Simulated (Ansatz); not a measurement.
Ansatz (a quantum-chemistry and plane-wave program) input:

Ansatz 0.2 input:
```yaml
crystal:
  periodic: [false, false, false]
  atoms:
    - {symbol: Si, position_ang: [-0.00180428, 0.01433413, -0.02787501]}
    - {symbol: O, position_ang: [0.91452566, -0.15292699, -1.39713139]}
    - {symbol: O, position_ang: [-1.56627876, -0.10174554, -0.45676060]}
    - {symbol: O, position_ang: [0.57548474, -1.19551799, 0.91114158]}
    - {symbol: O, position_ang: [0.15748290, 1.41798801, 0.78257141]}
    - {symbol: H, position_ang: [-2.18845802, 0.50288005, -0.04356198]}
    - {symbol: H, position_ang: [0.54939091, -2.09212087, 0.56447787]}
    - {symbol: H, position_ang: [1.01461049, 1.64618296, 1.15076643]}
basis:
  gaussian:
    orbitals: def2-TZVPD
hamiltonian:
  xc: {name: B3LYP}
magnetization: {spin_polarized: true, initial_magnetization: 1}
output: {forces: true}
```

**Question.** What final total energy does it print?

**Answer.** -592.49307 Eh (B3LYP/def2-TZVPD). The basis has 230 functions.

It need not be the lowest isomer of its formula.
